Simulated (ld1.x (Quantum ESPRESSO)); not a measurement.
An all-electron radial function and its pseudo partner (bromine)

Columns: radius, all-electron u(r) and pseudo u(r) of the 4p shell (level -7.86 eV) of bromine in the configuration [Ar] 3d10 4s2 4p5; PBE, scalar-relativistic, ultrasoft scheme, ld1.x (Quantum ESPRESSO) 7.5.

| r (bohr) | all-electron | pseudo |
| --- | --- | --- |
| 0.090 | 0.2058 | 0.0078 |
| 0.180 | 0.0597 | 0.0308 |
| 0.270 | -0.1843 | 0.0678 |
| 0.360 | -0.3199 | 0.1169 |
| 0.450 | -0.3273 | 0.1757 |
| 0.540 | -0.2458 | 0.2412 |
| 0.630 | -0.1175 | 0.3104 |
| 0.720 | 0.0274 | 0.3805 |
| 0.810 | 0.1702 | 0.4485 |
| 0.900 | 0.3009 | 0.5121 |
| 0.990 | 0.4143 | 0.5695 |
| 1.080 | 0.5091 | 0.6193 |
| 1.170 | 0.5858 | 0.6608 |
| 1.260 | 0.6454 | 0.6937 |
| 1.350 | 0.6895 | 0.7185 |
| 1.440 | 0.7201 | 0.7356 |
| 1.530 | 0.7389 | 0.7459 |
| 1.620 | 0.7477 | 0.7500 |
| 1.710 | 0.7480 | 0.7484 |
| 1.800 | 0.7416 | 0.7416 |
| 1.890 | 0.7296 | 0.7296 |
| 1.980 | 0.7133 | 0.7133 |
| 2.070 | 0.6936 | 0.6936 |
| 2.160 | 0.6714 | 0.6714 |
| 2.250 | 0.6474 | 0.6474 |
| 2.340 | 0.6222 | 0.6222 |

How many radial nodes do the two functions have?

The all-electron 4p function has n − l − 1 = 2; the pseudo-wave has 0, since the states of the same l below it are removed with the core.

At about which radius was the pseudo-wave matched?

1.80 bohr, where the columns begin to agree (steps of 0.09 bohr).

Is the pseudo-wave norm-conserving?

No, it belongs to an ultrasoft set: the norm inside the radius is not constrained, and the difference is carried by the augmentation charge.
